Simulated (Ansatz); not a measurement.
A short molecular-dynamics run on C2H12Al2N2 (`[CH3][Al@H-]1[NH2+][Al@@H-]([CH3])[NH2+]1`).

```yaml
crystal:
  periodic: [false, false, false]
  atoms:
    - {symbol: C, position_ang: [0.473265, 2.453469, -0.192532]}
    - {symbol: Al, position_ang: [1.183956, 0.830512, 0.646543]}
    - {symbol: N, position_ang: [1.276007, -0.626267, -0.659709]}
    - {symbol: Al, position_ang: [-0.236205, -1.557536, 0.167098]}
    - {symbol: C, position_ang: [-1.826940, -1.415057, -0.969721]}
    - {symbol: N, position_ang: [-0.252638, -0.158773, 1.538272]}
    - {symbol: H, position_ang: [1.197344, 2.910476, -0.875072]}
    - {symbol: H, position_ang: [-0.434518, 2.256335, -0.774195]}
    - {symbol: H, position_ang: [0.218259, 3.217679, 0.549066]}
    - {symbol: H, position_ang: [2.492555, 0.812453, 1.560435]}
    - {symbol: H, position_ang: [1.123658, -0.342820, -1.620909]}
    - {symbol: H, position_ang: [2.145561, -1.146832, -0.642877]}
    - {symbol: H, position_ang: [0.267139, -2.929472, 0.809272]}
    - {symbol: H, position_ang: [-1.748717, -2.045897, -1.861334]}
    - {symbol: H, position_ang: [-1.998105, -0.389683, -1.317018]}
    - {symbol: H, position_ang: [-2.734066, -1.729930, -0.443389]}
    - {symbol: H, position_ang: [-1.128038, 0.346118, 1.617056]}
    - {symbol: H, position_ang: [-0.018506, -0.484774, 2.469023]}
basis:
  gaussian: {orbitals: def2-SVP}
hamiltonian: {xc: {name: r2SCAN}, dispersion: d3bjatm}
md: {timestep: 2 fs, n_steps: 30, ensemble: nve, temperature: 700, initial_velocities: maxwell_boltzmann, seed: 606}
```

```sh
$ ansatz run in.yaml --threads 8 --pin off --events-out ev --progress --plain --max-ram 20889MiB
```

| step | time (fs) | potential energy (eV) | kinetic (eV) | T (K) | conserved (eV) |
| --- | --- | --- | --- | --- | --- |
| 0 | 0.0 | -18435.7353 | 1.4477 | 700 | -18434.2876 |
| 1 | 2.0 | -18435.2416 | 1.0951 | 530 | -18434.1464 |
| 2 | 4.0 | -18435.1025 | 0.9163 | 443 | -18434.1862 |
| 3 | 6.0 | -18434.9935 | 0.7719 | 373 | -18434.2216 |
| 4 | 8.0 | -18434.7533 | 0.5877 | 284 | -18434.1656 |
| 5 | 10.0 | -18434.6781 | 0.4990 | 241 | -18434.1791 |
| 6 | 12.0 | -18434.4093 | 0.2899 | 140 | -18434.1194 |
| 7 | 14.0 | -18434.7336 | 0.5256 | 254 | -18434.2080 |
| 8 | 16.0 | -18434.7019 | 0.6112 | 296 | -18434.0907 |
| 9 | 18.0 | -18435.1074 | 0.8881 | 429 | -18434.2193 |
| 10 | 20.0 | -18435.0149 | 0.8708 | 421 | -18434.1441 |
| 11 | 22.0 | -18435.2245 | 1.0495 | 507 | -18434.1750 |
| 12 | 24.0 | -18435.2831 | 1.0898 | 527 | -18434.1933 |
| 13 | 26.0 | -18435.2857 | 1.0426 | 504 | -18434.2431 |
| 14 | 28.0 | -18434.8509 | 0.7002 | 339 | -18434.1507 |
| 15 | 30.0 | -18434.7247 | 0.5494 | 266 | -18434.1753 |
| 16 | 32.0 | -18434.7706 | 0.5529 | 267 | -18434.2177 |
| 17 | 34.0 | -18434.6661 | 0.5415 | 262 | -18434.1246 |
| 18 | 36.0 | -18434.8556 | 0.6548 | 317 | -18434.2008 |
| 19 | 38.0 | -18434.5260 | 0.4170 | 202 | -18434.1089 |
| 20 | 40.0 | -18434.9374 | 0.7489 | 362 | -18434.1884 |
| 21 | 42.0 | -18435.0022 | 0.8639 | 418 | -18434.1383 |
| 22 | 44.0 | -18435.2190 | 0.9682 | 468 | -18434.2509 |
| 23 | 46.0 | -18434.9221 | 0.7526 | 364 | -18434.1695 |
| 24 | 48.0 | -18434.8008 | 0.6373 | 308 | -18434.1635 |
| 25 | 50.0 | -18434.9428 | 0.7236 | 350 | -18434.2192 |
| 26 | 52.0 | -18434.9596 | 0.7725 | 374 | -18434.1871 |
| 27 | 54.0 | -18434.9356 | 0.7570 | 366 | -18434.1787 |
| 28 | 56.0 | -18434.7051 | 0.5578 | 270 | -18434.1474 |
| 29 | 58.0 | -18434.8032 | 0.6170 | 298 | -18434.1862 |
| 30 | 60.0 | -18434.7628 | 0.6459 | 312 | -18434.1168 |

Velocities are drawn at the set temperature; a run this short doesn't reach equilibrium.

Frames (Å, forces in eV/Å):

```xyz
18
time=0.0 fs
C     0.473    2.453   -0.193    0.112   -0.291    0.140
Al    1.184    0.831    0.647    0.138    0.208    0.053
N     1.276   -0.626   -0.660   -0.175    0.053    0.244
Al   -0.236   -1.558    0.167   -0.117   -0.224   -0.034
C    -1.827   -1.415   -0.970    0.279   -0.009    0.196
N    -0.253   -0.159    1.538    0.171   -0.049   -0.249
H     1.197    2.910   -0.875    0.192    0.151   -0.196
H    -0.435    2.256   -0.774   -0.255   -0.037   -0.168
H     0.218    3.218    0.549   -0.076    0.235    0.192
H     2.493    0.812    1.560    0.031   -0.007    0.023
H     1.124   -0.343   -1.621   -0.022    0.092   -0.392
H     2.146   -1.147   -0.643    0.344   -0.195   -0.046
H     0.267   -2.929    0.809    0.017   -0.030    0.018
H    -1.749   -2.046   -1.861   -0.003   -0.175   -0.259
H    -1.998   -0.390   -1.317   -0.063    0.281   -0.106
H    -2.734   -1.730   -0.443   -0.271   -0.090    0.128
H    -1.128    0.346    1.617   -0.347    0.191    0.076
H    -0.019   -0.485    2.469    0.047   -0.105    0.381
18
time=6.0 fs
C     0.454    2.431   -0.203    0.765    1.391    0.307
Al    1.198    0.862    0.653   -1.091   -1.070   -0.965
N     1.313   -0.623   -0.678   -1.934    0.840    1.838
Al   -0.233   -1.575    0.192   -1.073    1.502   -1.939
C    -1.882   -1.395   -0.988    1.366   -1.412   -0.299
N    -0.303   -0.168    1.526    1.248   -0.051    2.243
H     1.320    2.890   -0.740   -0.302   -0.218   -0.275
H    -0.407    2.403   -0.897    0.169   -0.189    0.192
H     0.280    3.253    0.541   -0.321   -0.436   -0.194
H     2.525    0.644    1.397    0.652    0.286    0.763
H     1.297   -0.288   -1.613   -0.044    0.067   -1.266
H     2.057   -1.249   -0.530    1.766   -0.915   -0.137
H     0.363   -2.952    0.549    0.181   -0.624    0.548
H    -1.668   -2.123   -1.872   -0.551    1.255    1.024
H    -2.157   -0.369   -1.333   -0.005   -0.662    0.163
H    -2.657   -1.891   -0.372   -0.383    0.334   -0.351
H    -1.110    0.420    1.827    0.510   -0.736   -0.441
H     0.141   -0.532    2.432   -0.952    0.638   -1.210
18
time=12.0 fs
C     0.454    2.439   -0.207    0.763    0.728   -0.468
Al    1.201    0.881    0.649    0.429   -1.713   -0.108
N     1.333   -0.614   -0.673    2.053   -1.578   -0.440
Al   -0.242   -1.577    0.193   -0.425    0.045   -1.905
C    -1.903   -1.403   -0.992   -0.021   -0.345    3.448
N    -0.325   -0.176    1.538    1.517    0.103    0.148
H     1.382    2.823   -0.699   -0.305    0.163   -0.113
H    -0.345    2.488   -0.980    0.259   -0.493    0.390
H     0.234    3.219    0.527   -0.193    0.336    0.274
H     2.709    0.583    1.455   -1.285    0.668   -0.226
H     1.471   -0.316   -1.693   -0.632   -0.637    1.713
H     2.150   -1.359   -0.504   -1.956    2.271   -0.457
H     0.489   -3.123    0.466   -0.729    1.213    0.223
H    -1.711   -2.008   -1.812    0.328   -1.426   -2.241
H    -2.329   -0.459   -1.319    0.019    0.551    0.029
H    -2.693   -1.965   -0.398    0.346    0.544   -0.584
H    -1.087    0.372    1.937   -0.323   -0.147   -0.463
H     0.168   -0.521    2.352    0.156   -0.283    0.782
18
time=18.0 fs
C     0.478    2.471   -0.211    0.493    0.166    0.760
Al    1.206    0.879    0.642   -1.078   -0.878   -0.544
N     1.356   -0.615   -0.656    0.334   -0.543    0.343
Al   -0.256   -1.576    0.170   -0.471    1.269   -1.353
C    -1.911   -1.432   -0.954    0.417   -0.300   -2.210
N    -0.306   -0.186    1.563    1.431   -0.252   -0.796
H     1.381    2.830   -0.717    0.257    0.652   -0.104
H    -0.271    2.417   -0.993   -0.565   -0.365   -0.280
H     0.143    3.224    0.536    0.235   -0.034   -0.335
H     2.534    0.731    1.471    0.167    0.243    0.423
H     1.470   -0.413   -1.655   -0.561    0.173    0.102
H     2.175   -1.235   -0.494   -0.460    0.416    0.193
H     0.404   -2.959    0.470   -0.020   -0.430    0.476
H    -1.757   -1.993   -1.985   -0.129    0.856    1.727
H    -2.436   -0.488   -1.264    0.856   -0.094    0.302
H    -2.744   -1.960   -0.516   -0.613   -0.815    0.571
H    -1.145    0.266    1.894   -0.508    0.246   -0.159
H     0.151   -0.536    2.388    0.216   -0.310    0.884
18
time=24.0 fs
C     0.514    2.506   -0.211    0.173   -0.134   -0.842
Al    1.199    0.865    0.629   -0.876    0.207    0.326
N     1.376   -0.621   -0.629   -3.511    1.444    1.343
Al   -0.277   -1.560    0.131    0.453    0.358    0.235
C    -1.920   -1.474   -0.938   -1.212   -0.004    0.999
N    -0.256   -0.200    1.586    0.202   -0.581    0.887
H     1.379    3.007   -0.741   -0.692   -0.278    0.246
H    -0.263    2.242   -0.989    0.483    0.423    0.486
H     0.093    3.257    0.484   -0.016   -0.154   -0.103
H     2.403    0.969    1.631    0.388   -0.167    0.178
H     1.317   -0.449   -1.599    0.153    0.353   -1.652
H     2.180   -1.099   -0.421    2.794   -1.886    0.397
H     0.306   -2.923    0.636    0.069   -0.435    0.192
H    -1.798   -1.867   -1.925    0.405   -0.582   -1.248
H    -2.328   -0.468   -1.123    0.035    0.247    0.165
H    -2.812   -2.075   -0.553    1.014    0.551   -0.020
H    -1.219    0.158    1.748    0.813   -0.002   -0.007
H     0.092   -0.572    2.529   -0.675    0.641   -1.581
18
time=30.0 fs
C     0.554    2.535   -0.223   -0.456   -0.943    0.412
Al    1.181    0.855    0.621    0.883    1.350    2.206
N     1.365   -0.621   -0.591    1.294   -1.002   -1.309
Al   -0.292   -1.539    0.094    1.588   -2.077    1.996
C    -1.944   -1.510   -0.924    1.342    0.934   -1.331
N    -0.201   -0.222    1.601   -0.831    0.120   -1.226
H     1.268    3.153   -0.748    0.673    0.063   -0.585
H    -0.198    2.166   -0.923   -0.410    0.273   -0.669
H     0.039    3.252    0.421   -0.253   -0.035    0.510
H     2.397    1.142    1.836   -0.659   -0.595   -1.069
H     1.233   -0.454   -1.635    0.788   -0.158    1.496
H     2.340   -1.108   -0.404   -2.560    0.923   -0.801
H     0.231   -3.027    0.853   -0.362    1.033   -0.746
H    -1.754   -1.828   -1.993   -0.254    0.285    0.761
H    -2.194   -0.426   -0.938   -0.585   -0.351   -0.201
H    -2.728   -2.134   -0.524   -0.584   -0.192    0.377
H    -1.174    0.106    1.603    0.139    0.417    0.300
H    -0.033   -0.558    2.550    0.247   -0.045   -0.121
18
time=36.0 fs
C     0.581    2.547   -0.234   -1.397   -0.080   -0.707
Al    1.172    0.860    0.638    0.035    0.981    0.749
N     1.346   -0.627   -0.564    1.371   -0.870   -1.701
Al   -0.288   -1.542    0.081    0.749   -0.647    1.284
C    -1.946   -1.526   -0.923    0.838    0.951   -0.870
N    -0.166   -0.240    1.587   -1.126    1.012   -2.766
H     1.244    3.227   -0.836   -0.108   -0.554    0.669
H    -0.186    2.213   -0.990    0.222    0.262    0.156
H    -0.046    3.187    0.455    0.664   -0.332   -0.313
H     2.223    1.130    1.738    0.907   -0.218    0.383
H     1.327   -0.428   -1.580   -0.181    0.255    0.376
H     2.278   -1.135   -0.518   -1.386    0.421    0.424
H     0.061   -2.849    0.852    0.367   -0.747    0.027
H    -1.756   -1.752   -2.023   -0.618    0.160    1.083
H    -2.242   -0.458   -0.808   -0.448   -0.274   -0.457
H    -2.700   -2.167   -0.445   -0.018   -0.082   -0.255
H    -1.088    0.186    1.563   -0.437    0.439    0.269
H    -0.071   -0.553    2.514    0.564   -0.676    1.647
18
time=42.0 fs
C     0.574    2.544   -0.260   -0.443   -1.289   -0.634
Al    1.164    0.878    0.665    0.695    0.228    0.162
N     1.335   -0.642   -0.570   -3.319    1.927    0.554
Al   -0.274   -1.553    0.085    0.045   -0.173    0.635
C    -1.932   -1.513   -0.927   -0.877    0.421    2.173
N    -0.162   -0.242    1.543   -1.456    0.830    1.205
H     1.277    3.201   -0.783    0.464    0.117    0.399
H    -0.156    2.326   -1.060   -0.234   -0.169    0.000
H     0.003    3.093    0.477   -0.225    0.765    0.475
H     2.320    1.037    1.732    0.386   -0.047    0.051
H     1.368   -0.323   -1.500   -0.123    0.564   -1.918
H     2.101   -1.188   -0.485    3.640   -2.548    0.657
H     0.000   -2.895    0.852    0.427   -0.491   -0.026
H    -1.895   -1.693   -1.961    0.044   -0.573   -1.926
H    -2.436   -0.540   -0.818   -0.009    0.291   -0.068
H    -2.666   -2.221   -0.438    0.669    0.264   -0.496
H    -1.019    0.349    1.625    0.384   -0.591    0.154
H     0.007   -0.597    2.525   -0.067    0.473   -1.397
18
time=48.0 fs
C     0.549    2.517   -0.294    0.113    0.328    1.465
Al    1.165    0.899    0.694    1.657   -0.470    0.058
N     1.316   -0.649   -0.589    1.603   -0.515   -0.515
Al   -0.260   -1.567    0.096   -0.169   -0.847    0.269
C    -1.931   -1.483   -0.915   -1.055    0.430   -2.598
N    -0.189   -0.222    1.502   -0.032    0.362    1.549
H     1.404    3.162   -0.597   -0.224   -0.337   -0.206
H    -0.176    2.400   -1.113    0.044    0.035   -0.029
H     0.069    3.139    0.524    0.053   -0.337   -0.702
H     2.552    0.937    1.764   -1.135    0.092   -0.864
H     1.387   -0.215   -1.556    0.155   -1.240    1.190
H     2.116   -1.358   -0.384   -1.258    1.799   -0.938
H     0.079   -3.101    0.847   -0.019    1.231   -0.662
H    -2.041   -1.730   -2.068    0.812    0.391    1.859
H    -2.619   -0.591   -0.858    0.690   -0.291    0.297
H    -2.538   -2.288   -0.515   -0.481   -0.612    0.540
H    -0.956    0.411    1.747   -0.409   -0.394    0.044
H     0.141   -0.618    2.414   -0.345    0.375   -0.756
18
time=54.0 fs
C     0.529    2.491   -0.299    0.780    0.103    0.911
Al    1.184    0.914    0.721   -1.020   -0.732   -2.094
N     1.305   -0.655   -0.605    2.167   -0.751   -0.264
Al   -0.249   -1.589    0.109   -1.126    1.549   -1.265
C    -1.958   -1.456   -0.936    0.341   -1.648    2.561
N    -0.223   -0.186    1.485   -0.110    0.570   -0.734
H     1.492    3.031   -0.473   -0.398   -0.101   -0.711
H    -0.166    2.479   -1.164    0.529   -0.159    0.167
H     0.095    3.165    0.451   -0.473    0.206    0.220
H     2.470    0.867    1.555    0.665    0.212    0.656
H     1.456   -0.333   -1.585   -0.454   -0.335    0.693
H     2.137   -1.321   -0.449   -1.248    1.289   -0.225
H     0.170   -2.968    0.655    0.297   -0.647    0.392
H    -1.959   -1.721   -1.949    0.323   -0.238   -2.238
H    -2.655   -0.639   -0.798   -0.285    0.576    0.218
H    -2.449   -2.394   -0.501    0.013    0.912   -0.153
H    -1.002    0.332    1.865   -0.676    0.042    0.014
H     0.218   -0.599    2.262    0.674   -0.846    1.852
18
time=60.0 fs
C     0.526    2.470   -0.271    0.374    0.464    0.579
Al    1.192    0.919    0.724   -0.880   -0.785   -1.746
N     1.318   -0.662   -0.619   -3.232    2.120    1.690
Al   -0.250   -1.593    0.108   -0.448    1.164   -0.881
C    -1.978   -1.462   -0.930    1.144   -0.147   -0.376
N    -0.252   -0.147    1.485    0.431   -1.100    1.949
H     1.493    2.904   -0.565    0.195    0.578    0.014
H    -0.042    2.492   -1.203   -0.333   -0.633   -0.176
H     0.018    3.205    0.390    0.287    0.001   -0.082
H     2.559    0.864    1.520   -0.019    0.130    0.293
H     1.398   -0.479   -1.575   -0.494    0.943   -2.336
H     2.106   -1.166   -0.506    3.841   -2.628    1.142
H     0.350   -2.995    0.560   -0.162   -0.110    0.290
H    -1.794   -1.671   -2.049   -0.600    0.463    1.408
H    -2.672   -0.613   -0.699    0.552   -0.337   -0.503
H    -2.428   -2.353   -0.488   -0.640   -0.512   -0.195
H    -1.134    0.175    1.939    0.731   -0.078   -0.599
H     0.269   -0.619    2.275   -0.746    0.465   -0.470
```

Hardware: 8 threads of an Intel Xeon on a shared host. Wall time 2.4 min, peak host memory 0.29 GiB.
